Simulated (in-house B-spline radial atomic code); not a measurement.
Values are calculated unless marked as measured or tabulated.
Ti in an electron gas of r_s = 2.4: phase shifts, screening, friction and resistivity

A nucleus sits in a uniform electron gas with a rigid positive background. The Kohn-Sham equations are solved self-consistently in the spin-unpolarised LDA (PW92), non-relativistic, on B-splines with outgoing waves at the boundary and partial waves to l = 8. The model has no lattice, no bands and no magnetic solution. Atomic units; δ_l are the phase shifts at the Fermi level, counted so that each bound state adds π, and good to about 0.0005.

The density parameter is r_s = 2.4 bohr, near that of the valence electrons of In (3 per atom, density 7.31 g/cm³, mass 114.82 u, which gives r_s = 2.41).

| l | δ_l (rad) |
| --- | --- |
| 0 | 8.9307 |
| 1 | 6.2276 |
| 2 | 1.4007 |
| 3 | -0.0069 |
| 4 | -0.0015 |
| 5 | -0.0005 |
| 6 | -0.0004 |
| 7 | -0.0003 |
| 8 | -0.0003 |

Bound levels below the band bottom (hartree): s -176.7, s -18.84, p -15.67, s -1.69, p -0.8658.

Question: Check the Friedel sum rule, and say where the screening charge sits.

Answer: k_F = (9π/4)^(1/3)/r_s = 0.79965. The rule is Z = (2/π) Σ (2l + 1) δ_l. The terms are s 5.685, p 11.894, d 4.459, f -0.031 and -0.022 beyond, in all 21.986 against Z = 22. Bound states hold 6 s, 12 p, 0 d electrons, so the scattering states carry 3.99 in all; where a term is smaller than its bound count, the bound level has drawn weight out of the band.

Question: Find the transport cross section and the electronic stopping of a 2 keV Ti ion (mass 47.87 u).

Answer: σ_tr = (4π/k_F²) Σ (l + 1) sin²(δ_l − δ_(l+1)). The terms for l = 0 to 3 are 0.1803, 1.9739, 2.9208, 0.0001, all together 5.0751, so σ_tr = 19.652 × 5.0751 = 99.736 bohr². With n = 3/(4π r_s³) = 0.01727, the friction coefficient is Q = n k_F σ_tr = 1.3773. For v well below v_F = 0.800, dE/dx = Q v; with 24801 eV per u at v = 1, v = √(2000/(24801 × 47.87)) = 0.0410, so dE/dx = 0.05653 hartree/bohr = 29.1 eV/nm. The largest term couples the d and f waves.

Question: What residual resistivity would 1 atomic per cent of such centres give in In?

Answer: Δρ = k_F n_i σ_tr/n in atomic units of 21.74 μΩ·cm. With one host atom per 3 electrons, n_i/n = 0.01/3, so Δρ = 0.7996 × 0.00333 × 99.736 × 21.74 = 5.78 μΩ·cm. This is an atom added to the gas, as on an interstitial site.

Question: On a substitutional site the background of one host ion, a sphere holding 3 charges, is taken out. The phase shifts for l = 0 to 4 become 8.5900, 5.9093, 0.8077, -0.0537, -0.0122. What follows?

Answer: The Friedel sum is now 19.00, for Z − 3 = 19. The sum in σ_tr is 3.6444, so σ_tr = 71.62 bohr² and Δρ = 4.15 μΩ·cm per atomic per cent, 0.72 times the value above. A real host ion scatters too, so this model doesn't give zero even for the host's own atom.
